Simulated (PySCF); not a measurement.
H10N2Si3. Atoms are numbered in the order given.

```xyz
15

N     -2.8963     0.7634    -0.5322
Si    -2.0344    -0.4512     0.3359
N     -0.4118     0.0983     0.6382
Si     1.1096    -0.7229     0.4131
Si     2.5937     0.7043    -0.7163
H     -3.8901     0.8884    -0.3822
H     -2.6196     1.0478    -1.4647
H     -1.8457    -1.7710    -0.3458
H     -2.8539    -0.6637     1.5700
H     -0.3528     1.0356     1.0312
H      0.8517    -1.9478    -0.4026
H      1.7495    -1.1594     1.6986
H      2.7163     2.0003     0.0260
H      2.0766     1.0089    -2.0878
H      3.9602     0.1065    -0.8424
```
Charge 0, spin multiplicity 1.

Coordinates come from a PBE0-D3(BJ)/def2-SVP optimisation. This is a generated structure with no PubChem entry under its InChIKey; it may be hypothetical. Other conformers were not sampled.

These are PBE/def2-TZVP (PySCF) values and carry that method's errors.

ESP charges are fitted to the potential on shells at 1.4 to 2.0 van der Waals radii. Atomic charges (e):

```tsv
atom	Löwdin	ESP fit	IAO	Mulliken
N1	-0.26	-1.01	-0.85	-0.58
Si2	0.05	0.59	(withheld)	0.35
N3	-0.19	-0.56	(withheld)	-0.43
Si4	0.05	0.25	0.59	0.20
Si5	0.09	0.05	0.22	0.00
H6	0.16	0.39	(withheld)	0.23
H7	0.15	0.40	(withheld)	0.23
H8	-0.04	-0.11	-0.16	-0.05
H9	-0.04	-0.11	-0.16	-0.05
H10	0.18	0.33	0.27	0.21
H11	-0.02	-0.04	(withheld)	-0.02
H12	-0.03	-0.08	(withheld)	-0.03
H13	-0.03	-0.04	(withheld)	-0.02
H14	-0.03	-0.03	(withheld)	-0.02
H15	-0.03	-0.03	(withheld)	-0.02
```

**Question.** Some entries are withheld; supply them. (An estimate is asked for; the answer gives what the named calculation found.)

**Answer.** 
- Si2, IAO: 0.96
- N3, IAO: -0.91
- H6, IAO: 0.27
- H7, IAO: 0.27
- H11, IAO: -0.10
- H12, IAO: -0.13
- H13, IAO: -0.09
- H14, IAO: -0.09
- H15, IAO: -0.09

**Question.** Give the Mayer and Wiberg (Löwdin basis) orders of the bonds. (The exact figures need the calculation; the answer reports its results.)

**Answer.** 
```tsv
bond	Mayer	Wiberg
N1–Si2	1.20	1.58
Si2–N3	1.12	1.41
N3–Si4	1.13	1.43
Si4–Si5	0.96	1.16
N1–H6	0.92	0.95
N1–H7	0.92	0.96
Si2–H8	0.92	0.91
Si2–H9	0.93	0.92
N3–H10	0.89	0.87
Si4–H11	0.93	0.92
Si4–H12	0.91	0.92
Si5–H13	0.94	0.96
Si5–H14	0.94	0.96
Si5–H15	0.93	0.96
```
